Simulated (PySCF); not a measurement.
Compound: C5H4F3NO.
Numbering: `[CH3:1][c:2]1[cH:3][c:4]([C:5]([F:6])([F:7])[F:8])[o:9][n:10]1`

NICS = −σ at a ghost point: NICS(0) at the centroid of the ring atoms, NICS(1) 1 Å to either side along the normal of their mean plane, zz for the tensor component along that normal. Level: GIAO PBE0/pcSseg-1 (PySCF, non-relativistic, gas phase) on the GFN2-xTB geometry, one conformer.

Ring bond lengths (Å), with Mayer bond orders in brackets: C2–C3 1.424 (1.17), C3–C4 1.363 (1.52), C4–O9 1.342 (1.06), O9–N10 1.344 (1.02), N10–C2 1.306 (1.63).

Question: What do the NICS probes read (ppm)?

Answer: 
| ring | type | NICS(0) | NICS(1), two faces | NICS(1)zz, two faces | rms pucker (Å) | centre to ring atoms, mean (Å) |
| --- | --- | --- | --- | --- | --- | --- |
| C2–C3–C4–O9–N10 | 5-membered ring with N and O; formal bonds all aromatic | -11.3 | -11.0 / -11.1 | -26.1 / -26.1 | 0.00 | 1.15 |

Question: What can be read from them?

Answer: 
- C2–C3–C4–O9–N10: mean NICS(1)zz -26.1 ppm, shielded. The ring is flat and has no four-coordinate atom; by the NICS criterion it is aromatic.

Question: What does the geometric index give? HOMA takes Krygowski's 1993 parameters.

Answer: 
- C2–C3–C4–O9–N10: HOMA 0.59; the largest term is that of C4–O9, α(R − Ropt)² = 0.94.

Question: Give the inner angles of the rings and the Hirshfeld charges of the ring atoms.

Answer: 
- C2–C3–C4–O9–N10: C2 109.8° (+0.052 e), C3 103.2° (-0.082 e), C4 109.9° (+0.029 e), O9 108.6° (-0.022 e), N10 108.4° (-0.104 e); sum 540.0° against 540° for a flat convex ring.

Question: What are the shieldings of the ring atoms and their hydrogens in the same run (means over atoms taken as equivalent)?

Answer: 
```tsv
atoms	environment	σ isotropic (ppm)	principal values of the symmetric part, first atom (ppm)
C2	substituted aromatic carbon	23.5	-69.8, 15.7, 124.4
C3	aromatic CH carbon	71.6	-6.5, 69.3, 151.8
C4	substituted aromatic carbon	17.0	-61.5, 16.7, 95.8
O9	ring oxygen	-57.4	-174.1, -143.7, 145.5
N10	pyridine-type nitrogen	-150.4	-389.5, -114.6, 52.8
H on C3	aromatic hydrogen	24.96	22.2, 24.1, 28.6
```

Conformer computed: `[CH3:1][c:2]1[cH:3][c:4]([C:5]([F:6])([F:7])[F:8])[o:9][n:10]1`: C3–C4–C5–F6 -106°.
